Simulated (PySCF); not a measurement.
**Bromine: a sound run and one with changed settings**

Sound run: Br [Ar] 3d10 4s2 4p5, Br⁺ [Ar] 3d10 4s2 4p4. Calculation: PySCF 2.14, in x2c-SVPall (5s4p3d, 32 functions); scalar relativity by spin-free X2C-1e. The sound run starts from symmetry-adapted Hartree-Fock orbitals and uses a fine grid where one is needed.

Changed run: initial guess 1e, at most 3 SCF cycles. This setting is unsound on purpose.

| species | method | sound run (hartree) | changed run (hartree) | converged |
| --- | --- | --- | --- | --- |
| Br | UHF | -2603.95704 | -2603.95386 | no |
| Br | r2SCAN | -2605.74416 | -2605.65393 | no |
| Br | PBE | -2605.39899 | -2605.20496 | no |
| Br⁺ | UHF | -2603.56151 | -2603.55876 | no |
| Br⁺ | r2SCAN | -2605.30753 | -2605.27994 | no |
| Br⁺ | PBE | -2604.96754 | -2604.92305 | no |

The SCF was stopped early; the energies are upper bounds that still move, and correlated levels were skipped or rest on poor orbitals.
